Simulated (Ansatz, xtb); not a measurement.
Two isomers of C2H4BFN−

Structure I: `[H]/N=C\C=[BH-]\F`, a singlet. Structure II: `[H]/N=C\C=[BH-]/F`, a singlet. Both are isolated ions in the gas phase, relaxed with r2SCAN-D4/def2-SVPD; each stands in its lowest conformer found.

I (Å):

```xyz
9

C     0.1711    0.1616    1.7090
C    -0.4840   -1.0875    1.9161
B     0.1983   -2.2689    2.4747
F    -0.4553   -3.4874    2.6727
N    -0.2723    1.2984    1.2307
H    -1.2654    1.1732    0.9930
H     1.2405    0.1742    2.0031
H    -1.5496   -1.1229    1.6301
H     1.3762   -2.2982    2.8121
```

II (Å):

```yaml
atoms:
  - { symbol: C, position_ang: [-1.4196, -1.2410, 2.1428] }
  - { symbol: C, position_ang: [-0.3745, -1.9499, 1.4793] }
  - { symbol: B, position_ang: [0.5775, -1.3629, 0.5151] }
  - { symbol: F, position_ang: [0.5431, -0.0154, 0.1498] }
  - { symbol: N, position_ang: [-2.3153, -1.6501, 3.0080] }
  - { symbol: H, position_ang: [-2.1583, -2.6542, 3.1701] }
  - { symbol: H, position_ang: [-1.4880, -0.1656, 1.8864] }
  - { symbol: H, position_ang: [-0.2976, -3.0213, 1.7279] }
  - { symbol: H, position_ang: [1.4747, -1.9791, -0.0518] }
```

Quicker runs give these differences E(II) − E(I): GFN2-xTB +3.79 kJ/mol; HF/STO-3G +0.85 kJ/mol (at GFN2-xTB geometries); r2SCAN-D4/def2-SVPD//GFN2-xTB +3.86 kJ/mol.

Task: Estimate E(II) − E(I) at the level CCSD(T)/def2-SVPD + ΔMP2/def2-TZVPPD.

Result: Not settled: CCSD(T)/def2-SVPD + ΔMP2/def2-TZVPPD gives E(II) − E(I) = +4.66 kJ/mol, but this leans on the basis-set step: CCSD(T) alone gives +3.71 kJ/mol.

The same difference at several levels:

```
                               level             geometry  E(II) − E(I) (kJ/mol)  departure from the last row (kJ/mol)  job, with rough time for the two
                            GFN2-xTB             GFN2-xTB                   +3.79                                 −0.86               optimisation, 0.3 s
                           HF/STO-3G             GFN2-xTB                   +0.85                                 −3.80               single point, 1.1 s
       r2SCAN-D4/def2-SVPD//GFN2-xTB             GFN2-xTB                   +3.86                                 −0.80               single point, 8.1 s
                 r2SCAN-D4/def2-SVPD  r2SCAN-D4/def2-SVPD                   +4.15                                 −0.51                optimisation, 99 s
                        HF/def2-SVPD  r2SCAN-D4/def2-SVPD                   +4.43                                 −0.23           part of the CCSD(T) run
                       MP2/def2-SVPD  r2SCAN-D4/def2-SVPD                   +4.04                                 −0.61           part of the CCSD(T) run
                   CCSD(T)/def2-SVPD  r2SCAN-D4/def2-SVPD                   +3.71                                 −0.94                      single point
CCSD(T)/def2-SVPD + ΔMP2/def2-TZVPPD  r2SCAN-D4/def2-SVPD                   +4.66                                                   single point, 2.3 min
```

As drawn, both hold the same kinds of bond in the same numbers.

HF/STO-3G finds them nearly level. The largest departure from CCSD(T)/def2-SVPD + ΔMP2/def2-TZVPPD is that of HF/STO-3G, 3.80 kJ/mol. The last row adds to CCSD(T) the change of the MP2 difference between the two basis sets, here +0.94 kJ/mol.

With thermal terms from frequencies at re-optimised GFN2-xTB minima (ideal gas, soft modes damped towards free rotors, one conformer each, 298.15 K, 1 atm): the zero-point term adds +0.18 kJ/mol; ΔH is +4.65 and ΔG +4.59 kJ/mol.

The correlated steps freeze 5 core orbitals. Run with Ansatz 0.2.0, xtb 6.7.1; the last row on 2 threads of AMD EPYC (Zen 3) on a shared host.
